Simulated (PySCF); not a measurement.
Vertical excitations of a molecule C₃H₉BO from TDDFT-PBE/def2-SVPD (PySCF 2.14.0), as energy in eV (oscillator strength): 6.22 (0.022), 6.42 (0.005), 7.15 (0.010), 7.32 (0.007), 7.63 (0.021), 7.66 (0.019), 7.78 (0.004), 7.88 (0.008), 7.97 (0.007), 8.00 (0.009). Lowest triplet (TDA): 5.89 eV. Coordinates come from a B3LYP-D3(BJ)/def2-SVP optimisation. One conformer was computed; it need not be the lowest.

**Question.** Identify the compound among the candidates.
A. CCB(C)O
B. BOC(C)C
C. CCCBO
D. CBOCC

**Answer.** A, CCB(C)O
